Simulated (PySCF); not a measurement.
Excited states of Cs+ (caesium, charge +1)

Ground state [Xe], ¹S. Computed with PySCF 2.14 in x2c-SVPall with two added diffuse shells each of s, d type (9s5p7d1f, 66 functions), with scalar relativity by spin-free X2C-1e. Vertical excitation energies in eV without spin-orbit coupling; excited terms of each kind are numbered among those the solver found. Frozen: [Kr].

```
 term  leading excitation  EOM-EE-CCSD
1 3P°              5p → s       14.021
1 1P°              5p → s       14.624
2 3P°              5p → s       14.710
1 1D°              5p → d       15.718
1 3D°              5p → d       15.830
1 1F°              5p → d       15.856
 1 3S              5p → p       17.487
 1 3D              5p → p       17.631
 1 1D              5p → p       17.655
 1 1P              5p → p       17.724
 1 3P              5p → p       17.728
 1 1S              5p → p       17.771
```

The spin-orbit splitting of the hole, absent here, rivals or exceeds the spacing of these terms, so the LS terms are model states.

Only the lower part of the computed list is shown. The solver can miss terms. Rydberg members are limited by the diffuse functions of the basis.
